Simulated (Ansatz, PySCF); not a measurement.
Species: CH3Si, charge 0, doublet. CH3Si (SMILES [SiH2]=[CH], doublet).
B3LYP-D3(BJ)/def2-TZVP minimum from Ansatz (an electronic-structure program):
```xyz
5

C     -1.1588    -0.2310    -0.0465
Si     0.4752     0.0947     0.0191
H     -2.2080    -0.4401    -0.0887
H      1.4943    -0.9666     0.1040
H      1.0136     1.4665    -0.0033
```
Charge 0, spin multiplicity 2.

Atomisation energy term by term, kcal/mol (programs: Ansatz). UHF or UKS for unpaired electrons; spin-orbit terms are left out. Cores are frozen in correlated methods. Rows without X2C or -DK are non-relativistic. CBS(X,Y): correlation extrapolated as X^-3, Hartree-Fock from the larger set. A bracket is a step between two methods taken in the basis named. 'core' is core correlation in cc-pwCVTZ (1s frozen past Ne), 'X2C' scalar relativity in cc-pVTZ-DK, both at CCSD(T). Where a partner has so few electrons that a lower coupled-cluster level is exact, that level stands in. The UHF reference of CH3Si ([CH]=[SiH2], doublet) is spin-contaminated (<S^2> up to 0.40 over the pure value in the sets run).

```json
[
 {"term": "Hartree-Fock", "basis": "cc-pV(Q+d)Z", "kcal/mol": "257.01"},
 {"term": "CCSD correlation", "basis": "CBS(cc-pV(T+d)Z,cc-pV(Q+d)Z)", "kcal/mol": "83.39"},
 {"term": "(T)", "basis": "CBS(cc-pV(T+d)Z,cc-pV(Q+d)Z)", "kcal/mol": "5.53"},
 {"term": "CCSDT(Q) - CCSD(T)", "basis": "cc-pV(T+d)Z", "kcal/mol": "1.16"},
 {"term": "core correlation", "basis": "cc-pwCVTZ", "kcal/mol": "0.72"},
 {"term": "scalar relativity", "basis": "X2C, cc-pVTZ-DK", "kcal/mol": "-0.78"},
 {"term": "minus zero-point energy", "basis": "Hessian by PySCF at B3LYP-D3(BJ)/def2-TZVP", "kcal/mol": "-16.73"},
 {"term": "sum: D0", "basis": "", "kcal/mol": "330.3"}
]
```

The step beyond CCSD(T) by other levels: CCSDT(Q) in cc-pV(D+d)Z 1.33 kcal/mol.
